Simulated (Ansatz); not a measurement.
Computed with Ansatz.

Tetramethyltin. Charge 0, multiplicity 1. Sn takes the def2 core potential. All single points use the PBE0-D4/def2-TZVP geometry.

```xyz
17

C    -2.126   -0.060   -0.295
Sn    0.000    0.000    0.000
C     0.848    1.552   -1.217
C     0.854   -1.891   -0.554
C     0.424    0.399    2.067
H    -2.576    0.892   -0.012
H    -2.359   -0.256   -1.343
H    -2.572   -0.850    0.312
H     1.929    1.598   -1.077
H     0.422    2.521   -0.950
H     0.643    1.363   -2.272
H     1.936   -1.874   -0.415
H     0.641   -2.111   -1.601
H     0.437   -2.690    0.061
H    -0.001   -0.382    2.700
H     1.502    0.432    2.234
H    -0.003    1.358    2.364
```

(1) What is the dipole moment at r2SCAN/def2-TZVPP? (Best estimate.)

(2) Give the Mulliken charges with r2SCAN, PBE, B3LYP in def2-TZVPP. (Estimate.)

Answers

(1) The calculation gave: 0.00 D, zero by symmetry or nearly so.

(2) The calculation gave: 
| atom | r2SCAN | PBE | B3LYP |
| --- | --- | --- | --- |
| C1 | -0.50 | -0.59 | -0.60 |
| Sn2 | 0.97 | 1.03 | 1.11 |
| C3 | -0.50 | -0.59 | -0.60 |
| C4 | -0.50 | -0.59 | -0.60 |
| C5 | -0.50 | -0.59 | -0.60 |
| H6 | 0.08 | 0.11 | 0.11 |
| H7 | 0.08 | 0.11 | 0.11 |
| H8 | 0.08 | 0.11 | 0.11 |
| H9 | 0.08 | 0.11 | 0.11 |
| H10 | 0.08 | 0.11 | 0.11 |
| H11 | 0.08 | 0.11 | 0.11 |
| H12 | 0.08 | 0.11 | 0.11 |
| H13 | 0.08 | 0.11 | 0.11 |
| H14 | 0.08 | 0.11 | 0.11 |
| H15 | 0.08 | 0.11 | 0.11 |
| H16 | 0.08 | 0.11 | 0.11 |
| H17 | 0.08 | 0.11 | 0.11 |

B3LYP here is the variant with VWN-RPA as its local correlation; programs differ in this.
